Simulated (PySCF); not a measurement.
PySCF 2.14 output of an unrestricted PBE0 calculation on a single atom or ion in jorge-DZP-DKH, with scalar relativity by spin-free X2C-1e:

```
SCF conv_tol = 1e-09
number electrons alpha = 13  beta = 9
    C. Adamo and V. Barone.,  J. Chem. Phys. 110, 6158 (1999)
    M. Ernzerhof and G. E. Scuseria.,  J. Chem. Phys. 110, 5029 (1999)
cycle= 1 E= -948.702884951658  delta_E= -0.00688  |g|= 0.0148  |ddm|= 0.0902
cycle= 2 E= -948.702904739982  delta_E= -1.98e-05  |g|= 0.0106  |ddm|= 0.0225
cycle= 3 E= -948.702933535353  delta_E= -2.88e-05  |g|= 0.00225  |ddm|= 0.0122
cycle= 4 E= -948.702944866923  delta_E= -1.13e-05  |g|= 0.000857  |ddm|= 0.0111
cycle= 5 E= -948.702944717203  delta_E= 1.5e-07  |g|= 0.000854  |ddm|= 0.000143
cycle= 6 E= -948.702915796184  delta_E= 2.89e-05  |g|= 0.000527  |ddm|= 0.0521
cycle= 7 E= -948.70291577703  delta_E= 1.92e-08  |g|= 0.000311  |ddm|= 0.00175
cycle= 8 E= -948.702915790584  delta_E= -1.36e-08  |g|= 5.13e-06  |ddm|= 0.00125
cycle= 9 E= -948.702915790411  delta_E= 1.73e-10  |g|= 3.84e-06  |ddm|= 0.000136
converged SCF energy = -948.702915790411  <S^2> = 6.0002797  2S+1 = 5.0001119
```

The run itself started from symmetry-adapted Hartree-Fock orbitals and held the occupation by maximum overlap, on a logarithmic radial grid, so the iterations belong to that start.

Q: Which element, charge and spin multiplicity is this?

A: V⁺ (vanadium, charge +1), multiplicity 5; the state was [Ar] 3d4, high-spin 5D determinant.
